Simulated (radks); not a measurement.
Question: Species: Nb5+. Configuration: [Kr]. Method: scalar-relativistic Kohn-Sham, BLYP, spin-unpolarised, spherical densities, point nucleus; computed with a radial shooting solver on a logarithmic mesh with Libxc functionals. Some entries of the table are withheld. Estimate them.

orbital,occ.,eigenvalue (Ry),<1/r> (bohr^-1),<r> (bohr)
1s,2,-1387.393,(1),0.03609
2s,2,-198.1702,(2),0.1580
2p,6,(3),(4),0.1377
3s,2,-36.94768,(5),0.4431
3p,6,-30.18664,3.093,(6)
3d,10,-19.13692,2.859,0.4322
4s,2,-8.74029,1.212,1.123
4p,6,-6.89342,1.091,1.229

Answer: 
(1) 1s <1/r> (bohr^-1): 42.40
(2) 2s <1/r> (bohr^-1): 9.526
(3) 2p eigenvalue (Ry): -177.4782
(4) 2p <1/r> (bohr^-1): 9.273
(5) 3s <1/r> (bohr^-1): 3.254
(6) 3p <r> (bohr): 0.4456
